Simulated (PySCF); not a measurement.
From computed data to an observable: entropy of an ideal gas

Cd(NH2)(SH) (CdH3NS), SMILES [NH2][Cd][SH].

Coordinates come from a B3LYP-D3(BJ)/def2-TZVP optimisation. The def2 effective core potentials stand for the cores of Cd; spin–orbit coupling is left out. The values are those of a single conformer.

B3LYP-D3(BJ)/def2-TZVP run with PySCF 2.14.0 gives the harmonic wavenumbers 111, 111, 145, 331, 528, 609, 656, 796, 1558, 2666, 3480, 3570 cm⁻¹ and the rotational temperatures 6.7889, 0.1002, 0.0999 K. The molar mass is 161.51 g/mol, the symmetry number 1, the spin multiplicity 1.

Work out the entropy at 298.15 K and 1 atm in the rigid-rotor, harmonic-oscillator model.


Translation (Sackur–Tetrode at 1 atm): S = R[1.5 ln M + 2.5 ln T − 1.16487] = 172.2 J/(mol K).
Rotation: q = (√π/σ) T^1.5/√(θA θB θC) = 35000, S = R[ln q + 3/2] = 99.5 J/(mol K).
Vibration: with u = 1.4388 ν/T, each mode gives R[u/(e^u − 1) − ln(1 − e^−u)]:
| ν (cm⁻¹) | modes | u | S (J/(mol K)) |
|---|---|---|---|
| 111 | 2 | 0.54 | 27.21 |
| 145 | 1 | 0.70 | 11.45 |
| 331 | 1 | 1.60 | 5.25 |
| 528 | 1 | 2.55 | 2.48 |
| 609 | 1 | 2.94 | 1.82 |
| 656 | 1 | 3.17 | 1.52 |
| 796 | 1 | 3.84 | 0.88 |
| 1558 | 1 | 7.52 | 0.04 |
The stiffer modes add less than 0.005 each. Sum 50.6 J/(mol K).
Spin: R ln 1 = 0.0 J/(mol K).
Total 322.3 J/(mol K); the program's own thermochemistry gives 322.2. Translation makes up 53 % and vibration 16 %. Anharmonicity, hindered rotation and orbital degeneracy are left out.
